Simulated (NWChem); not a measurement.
# CH6AsB; SMILES CB[AsH2]

```xyz
9

B     -0.6166     1.1099     0.0650
As     0.0222    -0.7891    -0.0365
H     -0.8672    -1.3877     1.0357
H      1.2696    -0.6654     0.8199
H     -1.8175     1.2703     0.0967
C      0.3239     2.3499    -0.0366
H      0.2033     2.9180     0.9061
H     -0.0179     3.0419    -0.8258
H      1.3943     2.1405    -0.1723
```
Atoms are numbered in this order, from 1.

All runs use the structure optimised with PBE0/def2-SVP.

Give the principal values of the shielding tensors (ppm) of B1, As2, C6 from LDA (Slater exchange, VWN5)/pcSseg-1, GIAO (NWChem), with their diamagnetic and paramagnetic parts as GIAO splits them.


```json
[
 {"atom": "B1", "σ11": "-137.3", "σ22": "-43.9", "σ33": "121.8", "isotropic": "-19.8", "diamagnetic": "192.4", "paramagnetic": "-212.2"},
 {"atom": "As2", "σ11": "1412.7", "σ22": "1587.3", "σ33": "1885.2", "isotropic": "1628.4", "diamagnetic": "2876.7", "paramagnetic": "-1248.3"},
 {"atom": "C6", "σ11": "124.8", "σ22": "166.2", "σ33": "181.6", "isotropic": "157.5", "diamagnetic": "253.0", "paramagnetic": "-95.5"}
]
```
